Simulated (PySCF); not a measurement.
Run record: excited-state job, SiIMe3 (`C[Si](C)(C)I`).

Computed with TDDFT CAM-B3LYP/def2-SVPD, vertical, gas phase, core orbitals frozen in the response, def2 core potentials past Kr (PySCF 2.14.0, density-fitted response routines). Geometry: PBE0-D3(BJ)/def2-SVP. The command runs a driver script over a list of jobs; the input below is this job's line of settings and its coordinates in Å.

Command:
```bash
OMP_NUM_THREADS=1 python probes_run.py task.json out
```

Input:
```
{"job": {"kind": "uv", "xc": "CAM-B3LYP", "basis": "def2-SVPD", "ip": true, "nstates": 10}, "charge": 0, "multiplicity": 1}
Si     0.003886    -0.003096     0.377755
I      0.044428    -0.000629     2.860908
C      1.783323    -0.013967    -0.204906
H      2.330508     0.858522     0.182244
H      1.816145     0.016124    -1.306776
H      2.301792    -0.923749     0.132786
C     -0.887649     1.551416    -0.164931
H     -1.924142     1.560032     0.203975
H     -0.910787     1.605823    -1.265873
H     -0.379835     2.450231     0.215470
C     -0.908183    -1.547084    -0.160076
H     -1.943735    -1.542546     0.211239
H     -0.410387    -2.450065     0.222387
H     -0.934794    -1.604843    -1.260981
```

Output:
```
coarse grid: 52232 points
cycle   1  E = -704.9839151602  dE = -2.985e+01  |g| = 3.009e+00  |ddm| = 1.283e+01
cycle   2  E = -701.1300199091  dE =  3.854e+00  |g| = 3.199e+00  |ddm| = 8.321e+01
cycle   3  E = -706.1599703240  dE = -5.030e+00  |g| = 1.190e+00  |ddm| = 8.257e+01
cycle   4  E = -706.7265635047  dE = -5.666e-01  |g| = 3.330e-01  |ddm| = 2.718e+00
cycle   5  E = -706.7619906089  dE = -3.543e-02  |g| = 1.512e-01  |ddm| = 9.294e-01
cycle   6  E = -706.7679341172  dE = -5.944e-03  |g| = 2.006e-02  |ddm| = 2.917e-01
cycle   7  E = -706.7680664904  dE = -1.324e-04  |g| = 5.199e-03  |ddm| = 5.793e-02
cycle   8  E = -706.7680766467  dE = -1.016e-05  |g| = 1.496e-03  |ddm| = 2.126e-02
cycle   9  E = -706.7680773182  dE = -6.715e-07  |g| = 6.851e-04  |ddm| = 4.061e-03
final grid: 107944 points
cycle  10  E = -706.7680720122  dE = -6.200e-08  |g| = 6.515e-04  |ddm| = 4.275e-03
cycle  11  E = -706.7680720179  dE = -5.739e-09  |g| = 6.412e-04  |ddm| = 1.627e-03
cycle  12  E = -706.7680721255  dE = -1.075e-07  |g| = 1.515e-05  |ddm| = 7.485e-04
cycle  13  E = -706.7680721256  dE = -1.382e-10  |g| = 7.289e-06  |ddm| = 7.401e-05
converged SCF energy = -706.7680721256

Static polarisability (au): isotropic 98.909, principal 91.847 91.858 113.020

Singlet excitations
state   eV       nm        f      main configurations
  1   5.9493    208.4   0.01118   H->L 0.77, H->L+1 0.09
  2   5.9505    208.4   0.01106   H-1->L 0.77, H-1->L+1 0.09
  3   6.9016    179.6   0.10732   H->L+1 0.64, H->L+4 0.16, H->L 0.14
  4   6.9024    179.6   0.10770   H-1->L+1 0.64, H-1->L+4 0.16, H-1->L 0.14
  5   7.6287    162.5   0.00022   H->L+2 0.39, H-1->L+3 0.36
  6   7.6289    162.5   0.00022   H-1->L+2 0.38, H->L+3 0.37, H->L+2 0.08
  7   7.6817    161.4   0.00002   H-1->L+3 0.45, H->L+2 0.41
  8   7.6894    161.2   0.15189   H-2->L 0.34, H->L+3 0.18, H-1->L+2 0.17
  9   7.7737    159.5   0.00000   H->L+4 0.67, H->L+1 0.20
 10   7.7753    159.5   0.00000   H-1->L+4 0.67, H-1->L+1 0.20

Triplet excitations (Tamm-Dancoff, eV): 5.5313 5.5318 6.6484 6.6826
Vertical ionisation energy (delta-SCF) = 9.4112 eV
```

The SCF starts on a coarse grid where the log names one; the energy can jump when the final grid takes over, and dE then counts from the start density on the new grid. H and L stand for HOMO and LUMO; the number after each pair is its weight.

Problem. How does the lowest singlet excitation compare with the HOMO–LUMO gap?

Solution. HOMO -8.48 eV and LUMO 0.80 eV give a gap of 9.28 eV; S1 at 5.95 eV lies 3.33 eV below it.

Problem. Give the mean polarisability as a volume in Å³, and the ratio of the largest to the smallest principal value.

Solution. 98.909 au × 0.148185 = 14.66 Å³; 113.020/91.847 = 1.23.

In short: HOMO -8.48 eV, LUMO 0.80 eV; lowest singlet 5.95 eV; lowest triplet 5.53 eV (Tamm–Dancoff); mean polarisability 98.9 au.

Atoms past krypton carry effective core potentials; spin–orbit coupling is left out.

Hardware: an Intel Xeon at 2.50 GHz with one thread, shared host. Cost: 3.3 min wall, 2.4 min CPU (with the writing of density and orbital grids), 1.1 GiB resident at most.
Labels such as C1 count atoms from 1, the log's own numbers from 0.
